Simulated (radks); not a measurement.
Pm5+, configuration [Kr] 4d10 4f3 5s2 5p5 (the NIST ground configuration). Method: Dirac Kohn-Sham, PBEsol, spin-unpolarised, spherical densities, point nucleus; open shells fill j = l - 1/2 first; computed with a radial shooting solver on a logarithmic mesh with Libxc functionals.

Normalised radial functions P(r) = r R(r) (large component), r in bohr:

```
   r/bohr * 4f7/2 (the largest magnitude, 1.06, reaches the edge; | marks zero)
 0.003731 *
 0.005656 *
 0.008573 *
  0.01289 *
  0.01954 *
  0.02963 *
  0.04455 *
  0.06753 |*
   0.1024 |  *
    0.154 |         *
   0.2334 |                      *
   0.3538 |                                        *
    0.532 |                                                      *
   0.8064 |                                                   *
    1.222 |                                  *
    1.838 |               *
    2.787 |   *
    4.224 *
```

4f7/2 (empty): eigenvalue -66.088 eV, 0 radial nodes, <r> = 0.859 bohr, 90 % of the charge inside 1.42 bohr.
